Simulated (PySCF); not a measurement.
# How methods differ on the ionisation energy of Br

Br [Ar] 3d10 4s2 4p5 (2P) → Br⁺ [Ar] 3d10 4s2 4p4 (3P), as a difference of total energies. Computed with PySCF 2.14 in x2c-QZVPPall, with scalar relativity by spin-free X2C-1e. Correlated levels: valence: [Ar] 3d10 frozen; valence and next inner shell: [Ne] frozen. The calculations carry no spin-orbit coupling.

| method | ionisation energy (eV) |
| --- | --- |
| UHF | 10.711 |
| LDA | 12.074 |
| PBE | 11.784 |
| PBE0 | 11.791 |
| r2SCAN | 11.850 |
| B2PLYP | 11.765 |
| M06-2X | 11.635 |
| revPBE | 11.709 |
| r2SCAN0 | 11.831 |
| ROHF | 10.730 |
| MP2 (valence) | 11.652 |
| SCS-MP2 (valence) | 11.667 |
| MP2 (valence and next inner shell) | 11.733 |
| SCS-MP2 (valence and next inner shell) | 11.721 |

**Question.** How much does correlation contribute at MP2 (valence and next inner shell)?

**Answer.** 11.733 − (10.711) = 1.022 eV, measured against UHF.

A first-order spin-orbit estimate (lowest level to lowest level, LS coupling) adds -0.020 eV.

Errors of the correlated levels include the incompleteness of this basis and the frozen core.

For comparison: 11.814 eV (measured; NIST Atomic Spectra Database, ionization energies).
